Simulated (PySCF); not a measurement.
# Working out the electron affinity of Sn

Sn⁻ [Kr] 4d10 5s2 5p3 (4S) → Sn [Kr] 4d10 5s2 5p2 (3P). All numbers are calculated (PySCF 2.14, a scalar-relativistic core potential, in aug-cc-pwCVDZ-PP with ECP28MDF (6s5p4d1f, 48 functions)). Frozen: 4s2 4p6 4d10. Energies in hartree (1 hartree = 27.21139 eV):

```csv
part,Sn⁻ (lower),Sn (upper)
UHF,-213.371187,-213.335733
CCSD correlation,-0.063353,-0.051890
(T),-0.001760,-0.000945
```

Task: What does Hartree-Fock give?

Result: (-213.335733) − (-213.371187) = 0.035454 hartree = 0.965 eV.

Task: What do CCSD and CCSD(T) give?

Result: The CCSD correlation energies differ by 0.011463 hartree = 0.312 eV and the triples by 0.000815 hartree = 0.022 eV, so CCSD gives 1.277 eV and CCSD(T) 1.299 eV.

Reference: 1.112 eV (measured; photodetachment measurements, as compiled on the Wikipedia data page of electron affinities), between the lowest levels; spin-orbit coupling is absent from the calculation.

A double-zeta basis recovers only part of the correlation energy.

What remains against the reference includes basis incompleteness, the frozen core and higher excitations.
